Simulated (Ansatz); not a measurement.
A nudged elastic band was laid between two geometries of BClH3N + BrH (8 atoms, charge 0, multiplicity 1).

Computed with Ansatz 0.2.0, RKS PBE-D4/def2-SVP.

```json
{"movable images": "7", "climbing image": "yes", "spring": "5.0 eV/Å²", "optimiser": "quadratic models (default)", "start path": "through a guess of the saddle point", "force threshold": "0.03 eV/Å", "iteration limit": "60", "end points": "relaxed"}
```

First end point:

```xyz
8
Properties=species:S:1:pos:R:3
B -0.015 0.363 0.179
N 0.027 0.155 1.571
H -0.825 0.022 2.119
H 0.862 0.342 2.133
Cl 1.468 0.786 -0.687
H -1.052 0.233 -0.431
Br 0.529 -3.312 1.441
H 0.331 -1.869 1.455
```

Last end point:

```xyz
8
Properties=species:S:1:pos:R:3
B 0.043 -0.512 0.198
N 0.169 -0.152 1.779
H -0.667 -0.471 2.293
H 0.290 0.864 1.919
Cl 1.596 0.125 -0.557
H -0.964 0.028 -0.223
Br -0.132 -2.528 0.194
H 0.991 -0.635 2.179
```

(1) Which bonds break or form, and what moves?

(2) What energy profile does the band end with?

(3) What is the geometry of the highest image?

(4) What are the harmonic wavenumbers there?

Answers

(1) Bonds broken: Br7–H8. Bonds formed: B1–Br7, N2–H8. BClH3N + BrH becomes BBrClH4N.

(2) It converged. The highest image is number 3 of 0 to 8, 48.0 kJ/mol above the first end and 101.9 kJ/mol above the last; the last end lies 53.9 kJ/mol below the first. A vibrational analysis at the climbing image gives one clearly imaginary mode, 837i cm⁻¹: a first-order saddle point. The orbitals stay closed-shell, which can raise the energy where a bond breaks towards radicals; this wasn't checked here.

```csv
image,path coordinate (Å),energy (kJ/mol),Br7–H8 (Å),B1–Br7 (Å),N2–H8 (Å)
0,0.00,0.0,1.46,3.92,2.05
1,0.50,1.5,1.46,3.62,2.06
2,0.99,13.6,1.48,3.17,1.81
3,1.49,48.0,1.70,2.76,1.32
4,1.99,-4.3,2.01,2.30,1.08
5,2.49,-45.3,2.49,2.05,1.03
6,2.99,-48.7,2.69,2.03,1.03
7,3.50,-52.0,2.80,2.02,1.03
8,4.00,-53.9,2.96,2.02,1.03
```

(3) 
```xyz
8
Properties=species:S:1:pos:R:3
B 0.058 -0.038 0.237
N 0.065 -0.073 1.739
H -0.828 0.127 2.206
H 0.854 0.386 2.210
Cl 1.502 0.575 -0.556
H -0.990 -0.136 -0.350
Br 0.416 -2.740 0.646
H 0.248 -1.380 1.647
```

(4) 837i, 95, 285, 312, 373, 430, 715, 736, 816, 906, 1047, 1173, 1191, 1290, 1506, 2649, 3430, 3536 cm⁻¹.

The run took 2.1 min on 2 threads of Arm Neoverse V2 (shared host), peak memory 0.14 GiB.
